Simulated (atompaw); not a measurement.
## iron (Fe) PAW (atompaw): all-electron and pseudo phase curves

Fe, PAW, made with atompaw 4.2.0.5 (LDA (PW92), scalar-relativistic). Core [Ar], reference 3d6 4s2 4p0. Waves: 4s (bound): rc 3.00 bohr; 4s channel at 4.25 Ry: rc 2.00 bohr; 4p (bound, empty): rc 3.00 bohr; 4p channel at 0.35 Ry: rc 3.00 bohr; 3d (bound): rc 1.85 bohr; 3d channel at -0.1 Ry: rc 1.85 bohr; 4f channel at -0.15 Ry: rc 3.00 bohr; 4f channel at 2.35 Ry: rc 3.00 bohr. Local part: vpsmatchnc scheme with l = 4 at 0.5 Ry, radius 2.70 bohr. Core correction: smooth core density matched at 2.10 bohr. Augmentation charge: sinc compensation charge, radius 2.45 bohr; PAW radius 3.00 bohr; waves and projectors: custom polynom gramschmidtortho.

The phase is arctan(r·u′/u) with u = r·R(r), unwrapped; energies in Ry, scanned from -3 to 5 Ry. A pole is an energy at which the radial function vanishes at the test radius. The pseudo phase is shifted by a multiple of π to meet the all-electron one at the reference energy, and phase errors are pseudo minus all-electron; the curves can meet again beyond the range given. Levels narrower than the energy grid can be missing from the lists of poles.

**Question.** For each channel, where are the poles, and over which energies does the pseudopotential scatter like the atom?

**Answer.**

```
channel  radius (bohr)  reference energy (Ry)  poles, all-electron  poles, pseudo  unbroken range about the reference energy with phases within 0.05 rad  phase error 1 Ry above the reference energy (rad)
      s           3.02                  -0.40                 0.59           0.58                                                        the whole range                                             -0.001
      p           3.02                  -0.11                 1.39     1.39, 4.84                                                              below 3.0                                             -0.000
      d           3.02                  -0.57          -0.51, 2.85    -0.51, 2.93                                                              below 4.2                                             +0.000
      f           3.02                  -0.15                 3.56           3.56                                                        the whole range                                             +0.000
```

Phases in the d channel:

| E (Ry) | all-electron | pseudo |
| --- | --- | --- |
| -3.00 | 1.383 | 1.383 |
| -2.52 | 1.367 | 1.367 |
| -2.04 | 1.345 | 1.345 |
| -1.56 | 1.312 | 1.312 |
| -1.08 | 1.248 | 1.248 |
| -0.60 | -0.486 | -0.486 |
| -0.12 | -1.891 | -1.891 |
| 0.36 | -2.094 | -2.093 |
| 0.84 | -2.656 | -2.653 |
| 1.32 | -3.954 | -3.945 |
| 1.80 | -4.444 | -4.437 |
| 2.28 | -4.609 | -4.602 |
| 2.76 | -4.698 | -4.689 |
| 3.24 | -4.764 | -4.751 |
| 3.72 | -4.829 | -4.806 |
| 4.20 | -4.916 | -4.868 |
| 4.68 | -5.086 | -4.958 |
